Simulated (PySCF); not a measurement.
C3H4FNSi. Atoms are numbered in the order given.

```xyz
10

F      1.9812     0.1665    -0.6611
Si     0.7603    -0.1431     0.3622
C     -0.4669     1.2669     0.5172
C     -1.6282     0.7409     0.0897
C     -1.5197    -0.6982    -0.3732
N     -0.3923    -1.2952    -0.3354
H      1.3558    -0.6343     1.6252
H     -0.3795     2.2920     0.8839
H     -2.5894     1.2663     0.0564
H     -2.4267    -1.2108    -0.7404
```
Charge 0, spin multiplicity 1.

Geometry optimised at ωB97X-D3(BJ)/def2-SVP. The structure was generated by enumeration; whether it is a known compound was not checked.

Level of theory: CAM-B3LYP/def2-TZVP in PySCF.

Isolated molecule, no solvent.

The total energy comes out as -560.87242 hartree, the highest occupied level is -9.07 eV and the lowest empty level is -1.22 eV. The orbital gap is 7.85 eV and the dipole moment comes out as 0.669 e·Å. The quadrupole, principal values (traceless, Buckingham form, about the centre of nuclear charge) is -4.38, -1.99, 6.37 D·Å, the mean static polarisability comes out as 58.2 bohr³ (8.63 Å³) and the polarisability, principal values is 41.5, 60.0, 73.2 bohr³.
